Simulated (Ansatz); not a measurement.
Mulliken charges of CH5AsOSi, SMILES `[AsH2][SiH]1CO1` from B3LYP/def2-TZVPP in Ansatz (PBE0-D4/def2-TZVP geometry).

```csv
atom,x (Å),y (Å),z (Å),charge (e)
As1,-1.165,1.734,0.204,0.005
Si2,0.454,0.043,0.060,0.393
C3,-0.038,-1.671,-0.246,-0.111
O4,0.266,-1.229,1.121,-0.408
H5,-0.618,2.382,-1.064,-0.011
H6,-0.255,2.587,1.081,-0.005
H7,1.855,0.469,-0.173,-0.072
H8,0.669,-2.409,-0.620,0.105
H9,-1.081,-1.953,-0.380,0.104
```

Question: By hand: the dipole of these point charges (1 e Å = 4.8032 D).

Answer: Σ q r = (-0.099, 0.184, -0.491) e Å, of length 0.534 e Å = 2.56 D.

Question: How does the dipole of the full density compare? (Estimate.)

Answer: Ansatz gave: (0.018, 0.244, -0.323) e Å, 1.95 D; the point charges give 1.31 times that, at 21° from its direction.

Point charges leave out the atoms' own dipoles, such as those of lone pairs, and Mulliken's split depends on the basis, so the two needn't agree.

B3LYP here is the variant with VWN-RPA as its local correlation; programs differ in this.
